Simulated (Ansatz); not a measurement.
Ge(NH2)H3 (GeNH5). Total charge 0; singlet. Geometry relaxed at r2SCAN-D4/def2-TZVP.

```
atom    x (Å)    y (Å)    z (Å)
 Ge1   0.6086   0.1964   0.2759
  N2  -0.8328  -0.4515  -0.6810
  H3  -1.4567   0.2834  -0.9945
  H4  -1.3875  -1.1157  -0.1531
  H5   1.3565   1.1556  -0.6563
  H6   1.4772  -1.0142   0.6342
  H7   0.2347   0.9460   1.5747
```

**Question.** Estimate the harmonic wavenumbers at RKS r2SCAN-D4/def2-TZVP (Ansatz, unscaled). Is this a minimum?

**Answer.** 188, 549, 577, 638, 713, 856, 884, 890, 953, 1584, 2090, 2160, 2169, 3505, 3596 cm⁻¹. Yes, no mode is imaginary beyond noise. Zero-point energy 127.7 kJ/mol. Hardware: 2 threads of Intel Xeon on a shared host. Wall time 73 s.
